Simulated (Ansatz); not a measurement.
Cl₄H₂MoO₂ (`[OH][Mo]([OH])([Cl])([Cl])([Cl])[Cl]`). Charge 0, multiplicity 1. Mo: def2 effective core potential.

Cartesian coordinates in Å:
```
O -0.7705 -1.5473 0.4209
Mo 0.2097 -0.0957 -0.1276
O -0.0300 0.8881 1.4118
Cl -1.8893 0.4672 -1.0562
Cl 0.8858 1.9801 -0.9479
Cl 2.1413 -0.9556 0.7116
Cl 0.8881 -0.8659 -2.1648
H -1.7083 -1.6671 0.2215
H 0.2733 1.7963 1.5307
```

(1) What are the harmonic wavenumbers in cm⁻¹ at PBE0-D4/def2-TZVP (Ansatz, finite differences of forces, unscaled)? (Estimate.)

(2) Is this a minimum?

(3) Give the ideal-gas thermochemistry at 298.15 K and 1 bar (rigid rotor, harmonic oscillator; point group C1, symmetry number 1).

Results:

(1) Computed: 76, 85, 94, 156, 178, 187, 220, 249, 263, 328, 335, 378, 396, 469, 488, 636, 675, 740, 776, 3796, 3824.

(2) Yes, all 21 modes are real.

(3) Zero-point energy 85.8 kJ/mol; H(298) − E = 116.6 kJ/mol; entropy 436.4 J/(mol·K), of which translation 178.8, rotation 127.6, vibration 130.0; G(298) − E = -13.5 kJ/mol. Modes under 100 cm⁻¹ are hindered rotations or soft bends, so the harmonic entropy is rough.
